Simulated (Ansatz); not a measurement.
GeI₂, SMILES [I][Ge][I] (connectivity only; charge and spin as stated), charge +1, multiplicity 2.

Geometry optimised at B3LYP-D3(BJ)/def2-SVP. The spin state was assumed, not searched. The isomer is the one that the SMILES or the coordinates give; other isomers of the formula were not compared. The def2 effective core potentials stand for the cores of I; spin–orbit coupling is left out.

Two levels are set side by side: PBE/def2-SVPD (Ansatz, an electronic-structure program) and CAM-B3LYP/def2-SVPD (Ansatz). Energy differences of separate SCF runs at the same geometry; the states with an electron removed or added have multiplicity 1 and 1. Differences are taken from unrounded values.

```
quantity                           PBE
-------------------------------  -----
vertical ionisation energy (eV)  14.54
vertical electron affinity (eV)   8.55
```

Problem. These are the PBE values. What does CAM-B3LYP give? (Estimate from the structure and the level; the computed values follow.)

Solution. 
```
quantity                         CAM-B3LYP  PBE minus CAM-B3LYP
-------------------------------  ---------  -------------------
vertical ionisation energy (eV)      14.96                -0.42
vertical electron affinity (eV)       8.82                -0.28
```
